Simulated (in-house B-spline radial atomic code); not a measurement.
A fraction x of an electron is removed from 4d in Tc+, starting from [Kr] 4d5 5s1 and keeping the highest spin. Method: non-relativistic BHandHLYP, spin-polarised, spherical fractional occupations, point nucleus. Calculated with a B-spline radial code for spherical atoms.

Caution: exact exchange at fractional occupations of open shells leaves self-interaction of up to several eV.

```csv
x,E(x) - E(0) (eV),4d up level (eV)
0,0.0000,-18.884
0.01,0.1893,-18.985
0.2,3.9801,-20.926
0.25,?,?
0.42,8.8361,-23.229
0.5,10.7284,-24.080
0.58,12.6892,-24.939
0.64,14.2050,-25.588
0.83,?,?
1,24.1280,-29.563
```

Q: What belongs in the row x = 0.25?

A: An energy change of 5.0394 eV; 4d up at -21.444 eV.

Q: What belongs in the row x = 0.83?

A: An energy change of 19.2638 eV; 4d up at -27.669 eV.

Q: Check Janak's theorem between x = 0.01 and 0.2.

A: The slope of the energy is 19.95 eV; the orbital levels give 19.96 eV (-ε of the emptying orbital, averaged over the two points).
